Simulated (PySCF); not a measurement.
F5Te, SMILES F[Te](F)(F)(F)F, multiplicity 2.

Geometry optimised at B3LYP-D3(BJ)/def2-SVP. The isomer is the one that the SMILES or the coordinates give; other isomers of the formula were not compared. The def2 effective core potentials stand for the cores of Te; spin–orbit coupling is left out.

Level of theory: PySCF with CAM-B3LYP/def2-TZVP.

Gas-phase values at a fixed geometry.

Task: Estimate the frontier levels, dipole moment and polarisability. (The exact figures need the calculation; the answer reports its results.)

Result: 
The α spin, highest occupied and lowest empty level is -11.48 and -1.67 eV and the β spin, highest occupied and lowest empty level is -13.82 and -5.99 eV. The dipole moment is 1.83 D and the quadrupole, principal values (traceless, Buckingham form, about the centre of nuclear charge) is -3.47, -3.47, 6.93 D·Å. The mean static polarisability is 40.7 bohr³ (6.03 Å³) and the polarisability, principal values is 31.7, 45.2, 45.2 bohr³. The ⟨S²⟩ is 0.759 (pure state 0.75).
